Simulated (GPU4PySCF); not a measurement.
C₁₂F₄N₄, SMILES Fc1c(=C(C#N)C#N)c(F)c(F)c(c1F)=C(C#N)C#N.

The structure is a stationary point at PBE0-D3(BJ)/def2-TZVP.

Two levels are set side by side: PBE/def2-TZVPD (GPU4PySCF) and r2SCAN/def2-TZVPD (GPU4PySCF). Same geometry, gas phase. Differences are taken from unrounded values.

```tsv
quantity	r2SCAN	PBE	PBE minus r2SCAN
orbital gap (eV)	1.59	1.48	-0.12
highest occupied level (eV)	-7.48	-7.29	0.19
lowest empty level (eV)	-5.88	-5.81	0.07
mean polarisability (bohr³)	237.0	239.5	2.5
```
